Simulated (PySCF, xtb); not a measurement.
C₃H₄O₂Si, SMILES [SiH2](C#C)C(O)=O.

GFN2-xTB run with xtb 6.7.1 at its own geometry gives an orbital gap of 3.57 eV and a dipole moment of 1.94 D.

The structure is a stationary point at PBE0-D3(BJ)/def2-SVP. The structure was generated by enumeration, and PubChem lists no compound with its InChIKey, so it may never have been made. The values are those of a single conformer.

### Question
What does HF/def2-TZVP in PySCF give? (The exact figures need the calculation; the answer reports its results.)

### Answer
gap 13.88 eV (levels -11.11 and 2.77 eV), dipole 2.48 D.
